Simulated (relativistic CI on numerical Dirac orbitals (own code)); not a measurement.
# Magnetism of Pd+, 4d9, in a crystal field

Calculated by Dirac-Coulomb-Breit CI, orbitals from a KLI potential per configuration, model QED (radiative potential, 1s self-energy scaled to tabulated hydrogen-like ionisation energies), valence Slater integrals scaled by 0.9, one configuration in a parametric crystal field (own radial code).

Field parameters in Wybourne normalisation: D3d B²₀ = −7Dσ, B⁴₀ = −14Dq − 21Dτ, B⁴₃ = −14√(10/7) Dq; D4h B²₀ = −7Ds, B⁴₀ = 21(Dq − Dt), B⁴₄ = 21√(5/14) Dq; Oh B⁴₀ = 21Dq, B⁴₄ = √(5/14) B⁴₀; Td as Oh with Dq negative (B⁴₀ = 21Dq, B⁴₄ = √(5/14) B⁴₀). The field is a parameter set, without covalency.

S is read from ⟨S²⟩ = S(S + 1).

Powder χT (cm³ K mol⁻¹) by Van Vleck's formula, with temperature-independent terms:

```tsv
Field	2 K	5 K	10 K	20 K	50 K	100 K	200 K	300 K
D3d, 10Dq = 11650, Dσ = -580, Dτ = 0 cm⁻¹	0.24	0.248	0.261	0.287	0.365	0.467	0.55	0.578
D3d, 10Dq = 25450, Dσ = -1070, Dτ = 30 cm⁻¹	0.201	0.208	0.218	0.24	0.303	0.385	0.45	0.47
D4h, 10Dq = 20650, Ds = -1400, Dt = -490 cm⁻¹	0.451	0.451	0.451	0.452	0.453	0.455	0.459	0.463
Oh, 10Dq = 10700 cm⁻¹	0.567	0.567	0.568	0.569	0.572	0.576	0.586	0.595
Oh, 10Dq = 16350 cm⁻¹	0.503	0.503	0.503	0.504	0.506	0.509	0.515	0.521
Oh, 10Dq = 20450 cm⁻¹	0.477	0.477	0.478	0.478	0.48	0.482	0.487	0.492
Td, 10Dq = -4800 cm⁻¹	0.378	0.381	0.386	0.397	0.43	0.485	0.595	0.704
Td, 10Dq = -8200 cm⁻¹	0.377	0.38	0.384	0.393	0.418	0.461	0.547	0.632
```

(1) For Oh, 10Dq = 20450 cm⁻¹: what effective moment follows at 300 K?

Results:

(1) μ_eff = √(8χT) = 1.98 μB. The ground level has S = 0.50; the spin-only moment for S = 1/2 is 1.73 μB. The difference comes from the orbital moment, spin-orbit mixing of terms and temperature-independent paramagnetism, all larger in this ionic model than in covalent complexes.
